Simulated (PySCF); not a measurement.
PySCF input for 1-ethenyl-1-fluorocyclopropane (C5H7F), SMILES C=CC1(F)CC1, PBE0/pcSseg-1. Geometry optimised at PBE0-D3(BJ)/def2-SVP. One conformer was computed; it need not be the lowest.

```python
import numpy as np
from pyscf import gto, scf, dft
from pyscf.prop.nmr import rks as nmr

mol = gto.M(
    atom='''
    C     0.16221961   -2.23278579   -0.00000000
    C     0.70009946   -1.01294579    0.00000000
    C    -0.08140369    0.23598150   -0.00000000
    F    -1.42816213    0.03117826   -0.00000000
    C     0.38622033    1.44513241    0.75154319
    C     0.38622034    1.44513241   -0.75154319
    H    -0.92205013   -2.36633437   -0.00000000
    H     0.78944429   -3.12661281    0.00000000
    H     1.78741347   -0.88022377    0.00000001
    H    -0.39720380    2.01721583    1.25439406
    H     1.33646140    1.38752326    1.28852156
    H     1.33646141    1.38752326   -1.28852155
    H    -0.39720379    2.01721583   -1.25439407
    ''',
    basis='pcSseg-1',
    charge=0,
    spin=0,
    max_memory=1600,
    verbose=3,
)
mf = dft.RKS(mol, xc='pbe0')
mf.grids.level = 3
mf.conv_tol = 1e-10
mf.max_cycle = 100
mf.kernel()
n = nmr.NMR(mf)
n.verbose = 2
n.max_cycle_cphf = 60
sigma = n.kernel()
print('atom   isotropic/ppm   span/ppm')
for i, s in enumerate(sigma):
    w = np.linalg.eigvalsh((s + s.T) / 2)
    print(f'{mol.atom_symbol(i):2s}{i + 1:3d} {w.mean():14.3f} {w[2] - w[0]:11.3f}')
```

It prints:

```
converged SCF energy = -294.164434204392
atom   isotropic/ppm   span/ppm
C   1         64.771     226.066
C   2         38.447     220.388
C   3        107.393     123.276
F   4        392.035      96.798
C   5        168.757      59.898
C   6        168.757      59.898
H   7         25.459       8.454
H   8         25.751       7.042
H   9         25.861       5.391
H  10         29.998      12.633
H  11         30.612      13.665
H  12         30.612      13.665
H  13         29.998      12.633
```

The run converged.

Cost: around 29 core-seconds (rough).
